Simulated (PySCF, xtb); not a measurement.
H₃S, SMILES [SH3+], charge +1.

Harmonic wavenumbers (cm⁻¹) from GFN2-xTB in xtb at its own minimum, in rising order: 1037, 1073, 1074, 2278, 2279, 2284.

What does B3LYP-D3(BJ)/def2-TZVPD in PySCF 2.14.0 give at its own minimum? (An estimate is asked for; the answer gives what the named calculation found.)

1064, 1218, 1218, 2591, 2594, 2595. Paired by order, the mean absolute difference is 209 cm⁻¹ and the zero-point energies are 14.3 and 16.1 kcal/mol.
